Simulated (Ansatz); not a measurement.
A CCSD(T) single point on `[SiH3]C1(Cl)CC1`.

```yaml
crystal:
  periodic: [false, false, false]
  atoms:
    - {symbol: Si, position_ang: [-1.679973, 0.052514, 0.067013]}
    - {symbol: C, position_ang: [0.100726, 0.182040, -0.471326]}
    - {symbol: Cl, position_ang: [0.254603, 0.836288, -2.109481]}
    - {symbol: C, position_ang: [1.187484, 0.543467, 0.498285]}
    - {symbol: C, position_ang: [1.119550, -0.840226, -0.060510]}
    - {symbol: H, position_ang: [-2.426720, -0.852029, -0.842300]}
    - {symbol: H, position_ang: [-1.688562, -0.507633, 1.446675]}
    - {symbol: H, position_ang: [-2.314002, 1.394426, 0.070694]}
    - {symbol: H, position_ang: [0.908698, 0.708366, 1.532844]}
    - {symbol: H, position_ang: [1.967924, 1.195868, 0.128158]}
    - {symbol: H, position_ang: [0.792915, -1.651720, 0.579815]}
    - {symbol: H, position_ang: [1.854357, -1.116560, -0.805770]}
basis:
  gaussian: {orbitals: def2-SVP}
correlation: {method: ccsd_t}
```

```sh
$ ansatz run in.yaml --threads 4 --pin off --events-out ev --progress --plain
```

Output of Ansatz, abridged:

```
Functional definition: HF
1122 factors; integrals over basis functions are off by at most 1.3e-3 eV
mean field evaluation 1: about -23555.9307 eV, gradient 2.6e1 eV
mean field evaluation 2: about -23555.9368 eV, gradient 2.6e1 eV
mean field evaluation 4: about -23558.2157 eV, gradient 3.2e0 eV
mean field evaluation 8: about -23558.2523 eV, gradient 4.3e-5 eV
mean field -23558.25231383 eV, -865.7498041763 hartree, gradient 8.0e-7 eV, S^2 0.000000; 0 other end points of the search recorded, 0 dependent functions left out
13 core orbitals not correlated: weight in the atoms' cores, before any rotation towards them, 1.000 or more for the frozen orbitals, at most 0.000 for the correlated occupied ones
reference -23558.25231383 eV, -865.7498041763 hartree; 15, 15 occupied and 85, 85 virtual orbitals, 1122 factors
second order -17.73900193 eV of doubles, -0.00000000 eV of singles
cycle   1  -18.77607811 eV  change    -1.0e0 eV  update   9.1e-2
cycle   2  -19.31124619 eV  change   -5.4e-1 eV  update   2.7e-2
cycle   3  -19.38314280 eV  change   -7.2e-2 eV  update   1.0e-2
cycle   4  -19.38176036 eV  change    1.4e-3 eV  update   2.6e-3
cycle   5  -19.38228095 eV  change   -5.2e-4 eV  update   7.9e-4
cycle   6  -19.38212514 eV  change    1.6e-4 eV  update   2.4e-4
cycle   7  -19.38204964 eV  change    7.6e-5 eV  update   7.3e-5
cycle   8  -19.38205653 eV  change   -6.9e-6 eV  update   2.5e-5
perturbative correction -0.60090633 eV, -0.0220829004 hartree
Total energy: -23578.23527669 eV, -866.4841645166 hartree
```

Hardware: 4 threads of a server CPU on a shared host. Wall time 4.9 s, peak host memory 0.55 GiB.

Correlation energy per correlated electron: -0.666 eV. T1 diagnostic: 0.0090.
